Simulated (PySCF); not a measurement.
**Bonding in `C#C[C@]1(F)CC=C1[SiH2]SC`**

Compound: C7H9FSSi.
Numbering: `[CH:1]#[C:2][C@:3]1([F:4])[CH2:5][CH:6]=[C:7]1[SiH2:8][S:9][CH3:10]` (hydrogens: H11 on C1; H12, H13 on C5; H14 on C6; H15, H16 on Si8; H17, H18, H19 on C10)

Geometry (GFN2-xTB, Å), atoms numbered from 1 in this order:
```xyz
19
C7H9FSSi angstrom
C     -2.7639    2.1543    0.5958
C     -2.4033    1.1663    0.0235
C     -1.9515   -0.0191   -0.6640
F     -2.1495    0.1190   -2.0289
C     -2.4622   -1.3750   -0.0940
C     -1.0227   -1.6305    0.2465
C     -0.5558   -0.4933   -0.2817
Si     1.0758    0.3474   -0.5677
S      2.4966   -0.7699    0.5866
C      3.9934    0.1797    0.1813
H     -3.0842    3.0165    1.1008
H     -3.1590   -1.2981    0.7401
H     -2.8769   -2.0239   -0.8641
H     -0.5475   -2.4508    0.7515
H      1.4840    0.2981   -1.9711
H      1.0537    1.7260   -0.0788
H      3.8887    1.1974    0.5433
H      4.1513    0.1738   -0.8923
H      4.8231   -0.3086    0.6808
```

Bond orders from the PBE0/pcSseg-1 density (PySCF). Geometry: GFN2-xTB, one conformer, isolated molecule.

Problem. Where do the orders between heavy atoms depart from those drawn in the SMILES?

Solution. The largest departure is 0.499, at C1–C2 (drawn triple, 2.501). Drawn single, order below 0.88: C2–C3 (0.850). Drawn double or triple, more than 0.30 short of the drawn order: C1–C2 (2.501).

Problem. Set the Mayer orders of the bonds beside their lengths.

Solution. 
```json
{"bond": "C1–C2", "drawn as": "triple", "length (Å)": "1.197", "Mayer order": "2.501"}
{"bond": "C2–C3", "drawn as": "single", "length (Å)": "1.443", "Mayer order": "0.850"}
{"bond": "C3–F4", "drawn as": "single", "length (Å)": "1.386", "Mayer order": "0.917"}
{"bond": "C3–C5", "drawn as": "single", "length (Å)": "1.557", "Mayer order": "0.998"}
{"bond": "C5–C6", "drawn as": "single", "length (Å)": "1.501", "Mayer order": "1.038"}
{"bond": "C6–C7", "drawn as": "double", "length (Å)": "1.338", "Mayer order": "1.737"}
{"bond": "C7–Si8", "drawn as": "single", "length (Å)": "1.858", "Mayer order": "0.892"}
{"bond": "Si8–S9", "drawn as": "single", "length (Å)": "2.145", "Mayer order": "0.970"}
{"bond": "S9–C10", "drawn as": "single", "length (Å)": "1.818", "Mayer order": "0.999"}
{"bond": "C7–C3", "drawn as": "single", "length (Å)": "1.523", "Mayer order": "0.967"}
{"bond": "C1–H11", "drawn as": "single", "length (Å)": "1.049", "Mayer order": "1.151"}
{"bond": "C5–H12", "drawn as": "single", "length (Å)": "1.090", "Mayer order": "0.930"}
{"bond": "C5–H13", "drawn as": "single", "length (Å)": "1.089", "Mayer order": "0.920"}
{"bond": "C6–H14", "drawn as": "single", "length (Å)": "1.074", "Mayer order": "1.011"}
{"bond": "Si8–H15", "drawn as": "single", "length (Å)": "1.462", "Mayer order": "0.918"}
{"bond": "Si8–H16", "drawn as": "single", "length (Å)": "1.463", "Mayer order": "0.913"}
{"bond": "C10–H17", "drawn as": "single", "length (Å)": "1.085", "Mayer order": "0.950"}
{"bond": "C10–H18", "drawn as": "single", "length (Å)": "1.085", "Mayer order": "0.950"}
{"bond": "C10–H19", "drawn as": "single", "length (Å)": "1.085", "Mayer order": "0.959"}
```

By pair of heavy elements: C–C: lowest C2–C3 (0.850, 1.443 Å), highest C1–C2 (2.501, 1.197 Å); in 4 of the 15 pairs the longer bond (by over 0.003 Å) has the higher order (by 0.02 or more).

Problem. Sum the orders of all bonds at each heavy atom with more than one neighbour and set the sums beside the valence in the SMILES.

Solution. C1 3.652 (drawn 4), C2 3.351 (drawn 4), C3 3.732 (drawn 4), C5 3.886 (drawn 4), C6 3.786 (drawn 4), C7 3.596 (drawn 4), Si8 3.693 (drawn 4), S9 1.969 (drawn 2), C10 3.858 (drawn 4). Orders between atoms that aren't bonded are not in these sums.

Mayer orders depend on the basis set.
